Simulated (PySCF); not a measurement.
## Optical rotation: `InChI=1S/C6H8Cl2/c7-5-3-6(8)2-1-4(5)6/h4-5H,1-3H2/t4-,5-,6-/m1/s1`

Geometry:
```json
{"atom": "Cl1", "x (Å)": "-1.015", "y (Å)": "2.205", "z (Å)": "-1.289"}
{"atom": "C2", "x (Å)": "-0.778", "y (Å)": "0.448", "z (Å)": "-1.254"}
{"atom": "C3", "x (Å)": "-1.454", "y (Å)": "-0.297", "z (Å)": "-0.092"}
{"atom": "C4", "x (Å)": "-0.100", "y (Å)": "-0.928", "z (Å)": "0.270"}
{"atom": "Cl5", "x (Å)": "-0.056", "y (Å)": "-2.690", "z (Å)": "0.242"}
{"atom": "C6", "x (Å)": "0.678", "y (Å)": "-0.228", "z (Å)": "1.385"}
{"atom": "C7", "x (Å)": "1.262", "y (Å)": "0.739", "z (Å)": "0.338"}
{"atom": "C8", "x (Å)": "0.597", "y (Å)": "-0.057", "z (Å)": "-0.798"}
{"atom": "H9", "x (Å)": "-1.064", "y (Å)": "0.077", "z (Å)": "-2.238"}
{"atom": "H10", "x (Å)": "-1.856", "y (Å)": "0.350", "z (Å)": "0.684"}
{"atom": "H11", "x (Å)": "-2.218", "y (Å)": "-1.005", "z (Å)": "-0.403"}
{"atom": "H12", "x (Å)": "1.428", "y (Å)": "-0.872", "z (Å)": "1.836"}
{"atom": "H13", "x (Å)": "0.067", "y (Å)": "0.214", "z (Å)": "2.169"}
{"atom": "H14", "x (Å)": "2.348", "y (Å)": "0.744", "z (Å)": "0.291"}
{"atom": "H15", "x (Å)": "0.903", "y (Å)": "1.762", "z (Å)": "0.417"}
{"atom": "H16", "x (Å)": "1.250", "y (Å)": "-0.454", "z (Å)": "-1.568"}
```

Level of theory: PySCF, TDDFT PBE0/def2-SVPD circular dichroism and optical rotation, one conformer, gas phase. Geometry: GFN2-xTB.

States above about 8.1 eV (minus the energy of the highest occupied orbital) lie near or above the ionisation threshold and depend on the basis.

Stereocentres: C2 R, C4 R, C8 R.

What is the specific rotation at 633, 589.3, 546, 436, 405, 365, 355 nm?

[α] in deg dm⁻¹ (g/mL)⁻¹:
| λ (nm) | origin-invariant length gauge | modified velocity gauge | length gauge (centre of mass) | isotropic polarisability (au) |
| --- | --- | --- | --- | --- |
| 633 | +63.7 | +66.5 | +62.8 | 93.7 |
| 589.3 | +74.2 | +77.5 | +73.2 | 94.0 |
| 546 | +87.6 | +91.5 | +86.4 | 94.4 |
| 436 | +144.9 | +151.7 | +142.9 | 95.9 |
| 405 | +171.9 | +180.2 | +169.6 | 96.6 |
| 365 | +220.2 | +231.2 | +217.3 | 97.8 |
| 355 | +235.6 | +247.5 | +232.6 | 98.2 |

And for the mirror image at 589.3 nm?

-74.2 deg dm⁻¹ (g/mL)⁻¹ (origin-invariant length gauge): the same size and the opposite sign.

What is the molar rotation [Φ] = [α]·M/100 of the geometry above at 589.3 nm?

With M = 151.03 g/mol, +112.1 deg cm² dmol⁻¹ (origin-invariant length gauge).

The first excitation lies at 6.97 eV (178 nm) with R = -0.4 × 10⁻⁴⁰ esu² cm² (velocity form).
